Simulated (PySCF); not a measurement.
**Nuclear quadrupole coupling in `C=CC[SiH2][SiH2]CCl`**

Species: C4H11ClSi2.
Z-matrix (Å and degrees, PBE0-D3(BJ)/def2-SVP geometry), rows numbered from 1:
```
C 
C   1  1.3363
C   2  1.4921  1  125.25
Si  3  1.9036  2  113.28  1   114.49
Si  4  2.3461  3  111.22  2   -55.12
C   5  1.9011  4  110.29  3    58.26
Cl  6  1.7925  5  109.95  4    48.17
H   1  1.0950  2  121.50  3     1.87
H   1  1.0931  2  121.24  3  -178.66
H   2  1.0972  1  118.45  3   177.95
H   3  1.1027  2  110.93  1    -7.21
H   3  1.1048  2  110.81  1  -126.06
H   4  1.4953  3  110.11  2    66.27
H   4  1.4983  3  108.89  2  -175.63
H   5  1.5002  4  110.96  3   -61.11
H   5  1.4957  4  110.48  3   178.93
H   6  1.0989  5  110.60  4   -70.21
H   6  1.0994  5  112.16  4   168.00
```

Field gradients from the PBE0/pcSseg-1 density (PySCF, non-relativistic), principal values in atomic units, ordered |Vxx| ≤ |Vyy| ≤ |Vzz|:

| atom | Vxx | Vyy | Vzz |
| --- | --- | --- | --- |
| Cl7 | -2.0083 | -2.0290 | 4.0373 |

Problem. Find the asymmetry η = (Vxx − Vyy)/Vzz and the couplings χ = eQV/h (234.96 MHz × Q in barn × V in au), with Q(35Cl) = −0.0817 b.

Solution. 
| atom | environment | nucleus | η | χzz (MHz) | χxx (MHz) | χyy (MHz) |
| --- | --- | --- | --- | --- | --- | --- |
| Cl7 | alkyl chlorine | 35Cl | 0.01 | -77.50 | 38.55 | 38.95 |

The gradient is axial or nearly so (η below 0.05) at Cl7. The tensor is traceless: Vxx + Vyy + Vzz = 0.

Problem. What is Vzz at Cl7 in SI units (1 au = 9.71736 × 10²¹ V/m²)?

Solution. 4.0373 au = 39.232 × 10²¹ V/m².

Problem. And the gradient at the other heavy atoms, for which no coupling is worked out here?

Solution. 
| atom | environment | Vzz (au) | η |
| --- | --- | --- | --- |
| C1 | terminal =CH2 carbon | 0.248 | 0.51 |
| C2 | alkene CH carbon | 0.335 | 0.54 |
| C3 | sp3 carbon bound to silicon | -0.051 | 0.96 |
| Si4 | SiH2 silicon | -0.059 | 0.48 |
| Si5 | SiH2 silicon | 0.130 | 0.55 |
| C6 | sp3 C–Cl carbon | 0.507 | 0.14 |

Problem. What couplings would deuterons (Q(2H) = 0.00286 b) have in place of the hydrogens, at this geometry?

Solution. 
```tsv
atom	bonded to	bond length (Å)	Vzz (au)	η	χzz (kHz)
H8	C1	1.095	0.3049	0.06	205
H9	C1	1.093	0.3079	0.06	207
H10	C2	1.097	0.2947	0.07	198
H11	C3	1.103	0.2899	0.04	195
H12	C3	1.105	0.2880	0.04	194
H13	Si4	1.495	0.1414	0.04	95
H14	Si4	1.498	0.1397	0.02	94
H15	Si5	1.500	0.1381	0.03	93
H16	Si5	1.496	0.1408	0.03	95
H17	C6	1.099	0.2866	0.08	193
H18	C6	1.099	0.2910	0.08	196
```

One conformer (not necessarily the lowest) at the PBE0-D3(BJ)/def2-SVP geometry, without solvent, vibrations or thermal averaging. A larger basis could move these couplings by a tenth or more.
